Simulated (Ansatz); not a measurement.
Ansatz (a quantum-chemistry and plane-wave program) input (CCSD(T)/cc-pVTZ):

Ansatz 0.2 input:
```yaml
crystal:
  periodic: [false, false, false]
  atoms:
    - {symbol: B, position_ang: [0.12097551, 0.41893980, -0.04317243]}
    - {symbol: O, position_ang: [1.13529893, -0.27687544, 0.46827673]}
    - {symbol: O, position_ang: [-1.10677257, -0.05789316, -0.38847549]}
    - {symbol: H, position_ang: [0.38503049, 1.58663834, -0.18997045]}
    - {symbol: H, position_ang: [-1.21811895, -1.00318858, -0.23257734]}
basis:
  gaussian:
    orbitals: cc-pVTZ
magnetization: {spin_polarized: true, initial_magnetization: 1}
correlation: {method: ccsd_t, electrons: outside_noble_gas}
```

Output:

```
Functional definition: HF
integrals: 0.28 GiB planned
707 factors; integrals over basis functions are off by at most 1.5e-3 eV
0.54 GiB of device memory are held for the factors and their scratch space
mean field: 0.27 GiB planned
mean field evaluation 1: about -4775.8964 eV, gradient 2.9e1 eV
mean field evaluation 2: about -4775.8985 eV, gradient 2.9e1 eV
mean field evaluation 4: about -4780.3711 eV, gradient 4.5e0 eV
mean field evaluation 8: about -4780.9494 eV, gradient 6.0e-1 eV
mean field evaluation 16: about -4775.9026 eV, gradient 2.9e1 eV
mean field evaluation 32: about -4776.2889 eV, gradient 1.1e1 eV
mean field evaluation 64: about -4772.5845 eV, gradient 2.3e1 eV
mean field evaluation 96: about -4780.1739 eV, gradient 4.7e0 eV
mean field -4780.97416209 eV, -175.6975597960 hartree, gradient 8.8e-6 eV, S^2 0.759537; 5 other end points of the search recorded, 0 dependent functions left out
determinant -4780.97416209 eV, -175.6975597960 hartree, with singles and doubles -4795.97121151 eV, -176.2486911970 hartree
determinant -4780.06010708 eV, -175.6639688942 hartree, with singles and doubles -4794.96082035 eV, -176.2115600068 hartree
3 core orbitals not correlated
reference -4780.97416209 eV, -175.6975597960 hartree; 9, 8 occupied and 106, 107 virtual orbitals, 707 factors
second order -14.32093153 eV of doubles, -0.00000000 eV of singles
coupled cluster: 3.82 GiB planned
cycle   1  -14.88972744 eV  change    -1.4e0 eV  update   2.4e-2
cycle   2  -14.92858741 eV  change   -3.9e-2 eV  update   6.4e-3
cycle   3  -14.93039997 eV  change   -1.8e-3 eV  update   3.7e-3
cycle   4  -14.93362751 eV  change   -3.2e-3 eV  update   2.1e-3
cycle   5  -14.93601320 eV  change   -2.4e-3 eV  update   1.3e-3
cycle   6  -14.93716772 eV  change   -1.2e-3 eV  update   7.2e-4
cycle   7  -14.93740898 eV  change   -2.4e-4 eV  update   4.1e-4
cycle   8  -14.93741534 eV  change   -6.4e-6 eV  update   2.8e-4
cycle   9  -14.93725574 eV  change    1.6e-4 eV  update   1.7e-4
cycle  10  -14.93721645 eV  change    3.9e-5 eV  update   8.7e-5
cycle  11  -14.93726737 eV  change   -5.1e-5 eV  update   3.1e-5
cycle  12  -14.93725651 eV  change    1.1e-5 eV  update   1.3e-5
perturbative correction -0.51729699 eV, -0.0190103137 hartree
Total energy: -4796.42871558 eV, -176.2655041615 hartree
```

It need not be the lowest isomer of its formula.
